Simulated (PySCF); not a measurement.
BHFCl, SMILES FBCl. The structure is a stationary point at PBE0-D3(BJ)/def2-TZVP.

Computed equilibrium geometry at PBE0-D3(BJ)/def2-TZVP (PySCF confirms it by a frequency run) as bond lengths and angles, and its point group:
point group Cs.
Atoms: B1 H2 F3 Cl4. Bonds (Å): B1–H2 1.190, B1–F3 1.311, B1–Cl4 1.742. Bond angles (°): H2–B1–F3 120.4, H2–B1–Cl4 120.7, F3–B1–Cl4 119.0.
